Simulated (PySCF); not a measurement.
Structure with atom numbers: `[CH3:1][C:2]#[C:3]/[CH:4]=[N:5]/[SiH2:6][C:7]#[N:8]`; H(Xn) means a hydrogen on atom n.

GIAO PBE0/pcSseg-1 shifts (PySCF, gas phase, non-relativistic, equivalent atoms averaged), each against references optimised in the same way as the molecule (TMS, NH3).

On the GFN2-xTB geometry: C4 163.0, C7 123.5, C2 106.1, C3 88.0, C1 5.8, N5 389.6, N8 359.6, Si6 -69.3, H(C4) 8.34, H(Si6) 5.32, H(C1) 2.34 ppm.

What changes on the PBE0-D3(BJ)/def2-SVP geometry?

## Answers


| atoms | δ (ppm) | change |
| --- | --- | --- |
| C4 | 167.7 | +4.7 |
| C7 | 124.2 | +0.7 |
| C2 | 106.0 | -0.1 |
| C3 | 86.6 | -1.4 |
| C1 | 5.7 | -0.1 |
| N5 | 391.4 | +1.8 |
| N8 | 371.0 | +11.4 |
| Si6 | -56.3 | +13.0 |
| H(C4) | 8.11 | -0.23 |
| H(Si6) | 4.98 | -0.34 |
| H(C1) | 2.22 | -0.12 |

Part of each change is the reference's own: σ(TMS, C) goes from 186.9 to 184.4 ppm, σ(NH3, N) goes from 267.7 to 265.7 ppm, σ(TMS, Si) goes from 349.2 to 352.0 ppm, σ(TMS, H) goes from 31.72 to 31.27 ppm.

Bonds between heavy atoms that differ most (equivalent bonds averaged): N5–Si6 1.706 → 1.736 Å, C3–C4 1.409 → 1.429 Å, C7–N8 1.145 → 1.159 Å, C4–N5 1.261 → 1.274 Å, C2–C3 1.206 → 1.216 Å. Mean change of bonds to hydrogen: C–H +0.012 Å, Si–H +0.026 Å. The two structures also differ in conformation, which adds to the changes.
